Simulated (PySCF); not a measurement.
Task: What does the PBE0-D3(BJ)/def2-SVP structure of `[H]/N=C\[SiH2][BiH2]` look like in three dimensions?

Result: 
```
atom  x, y, z in Å
N1    -1.891   -1.296   -0.127
C2    -1.032   -0.506   -0.634
Si3   -0.160    0.943    0.233
Bi4    2.397    0.355    0.753
H5    -2.097   -1.036    0.847
H6    -0.743   -0.702   -1.686
H7    -0.891    1.220    1.512
H8    -0.195    2.163   -0.634
H9     1.867   -1.283    1.268
H10    2.544   -0.222   -0.944
```

Any rigid rotation of these coordinates is as good. Atoms count from 1 in this order. N1 (C=N nitrogen) is bent (angle 110.8°). Bi4 (bismuth bonded to Si and 2 H) is pyramidal (angles 90.1°, 88.5° and 88.0°, sum 266.6°, 1.17 Å off the plane of its three neighbours). Si3 (SiH2 silicon) is tetrahedral (angles from 107.8° to 111.1°).

Bonds between heavy atoms (Å): N1=C2 1.272, C2–Si3 1.900, Si3–Bi4 2.675.

Computed, not measured: PBE0-D3(BJ)/def2-SVP geometry optimisation, gas phase, def2 core potentials past Kr (PySCF 2.14.0).

Point group: C1 (no symmetry element, even within 0.4 Å). No PBE0-D3(BJ)/def2-SVP frequencies stand behind this structure, so it isn't proved a minimum. The numbers are those of one conformer (N1–C2–Si3–Bi4 107°, C2–Si3–Bi4–H -42° and 48°).
